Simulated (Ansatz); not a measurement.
The same path of C$_{3}$H$_{9}$NSi (14 atoms, charge 0, multiplicity 1) was run twice with different band settings. The coordinate that changes most is the dihedral C1–Si2–C4–N5.

Computed with RKS PBE0-D4/def2-SVP (Ansatz 0.2.0).

Relaxed end points:

```xyz
14
Properties=species:S:1:pos:R:3
C -1.420 1.044 0.520
Si 0.240 0.224 0.201
C 0.365 -1.411 1.120
C 0.463 -0.071 -1.665
N 1.381 0.401 -2.413
H -1.496 2.007 -0.008
H -1.567 1.232 1.595
H -2.245 0.401 0.175
H 1.361 1.137 0.603
H 0.249 -1.263 2.205
H 1.339 -1.892 0.944
H -0.423 -2.105 0.789
H -0.278 -0.723 -2.174
H 2.019 0.990 -1.861
```

```xyz
14
Properties=species:S:1:pos:R:3
C -0.947 1.289 0.524
Si 0.516 0.142 0.247
C 0.294 -1.504 1.126
C 0.692 -0.164 -1.625
N -0.053 0.297 -2.551
H -0.811 2.251 0.003
H -1.068 1.508 1.596
H -1.885 0.834 0.169
H 1.778 0.792 0.729
H 0.228 -1.364 2.216
H 1.142 -2.176 0.924
H -0.626 -2.007 0.788
H 1.519 -0.822 -1.962
H -0.790 0.895 -2.156
```

Common settings: movable images 5; climbing image yes; spring 5.0 eV/Å²; optimiser quadratic models (default); start path IDPP; force threshold 0.03 eV/Å; end points relaxed.

| run | iteration limit |
| --- | --- |
| 1 | 60 |
| 2 | 3 |

(1) What does each run give, and how far can it be trusted?

Answers

(1) Run 1: converged after 8 iterations, highest image 0.038 eV above the first end. A vibrational analysis at the climbing image gives one clearly imaginary mode, 73i cm⁻¹: a first-order saddle point.
Run 2: not converged after 3 iterations, highest image 0.073 eV above the first end. The band didn't meet its force threshold, so its energies are provisional: the largest band force was still 0.50 eV/Å, and over the last iterations the top moved between 0.07 and 0.13 eV.
